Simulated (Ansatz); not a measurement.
Coupled-cluster diagnostics for the cluster Ge₂Se, Ansatz.

Geometry of the singlet (r2SCAN-D4/def2-TZVP):

Cartesian coordinates in Å:
```
Ge 0.654 0.193 -2.171
Ge -0.017 -0.003 0.056
Se -0.637 -0.190 2.114
```

Correlated methods freeze 27 core orbitals; core or outer-core shells of Ge, Se are correlated, in sets that lack core-valence functions. The geometry of the singlet was relaxed on an unsound state (an occupied level 0.19 eV above an empty one). Another isomer (singlet) lies 1.96 eV lower at PBE0-D4/def2-TZVP; other spin states weren't run for this one.

Estimate the CCSD(T) correlation energy, the shares of MP2 and (T), T1 and the reference's ⟨S²⟩ for: charge 0, singlet, own geometry in def2-TZVPP; and the rough time on 4 threads of Arm Neoverse V1 on a shared host.


```csv
state,basis,correlation (eV),MP2 share (%),(T) share (%),T1,⟨S²⟩ (pure),wall time,remarks
"charge 0, singlet, own geometry",def2-TZVPP,-20.487,94.8,5.0,0.020,0.00 (0.00),12 s,restricted SCF unstable
```
Customary marks for T1 are 0.02 (closed shells), 0.045 (open shells) and about 0.05 (3d metals). T1 stays under 0.02 throughout.
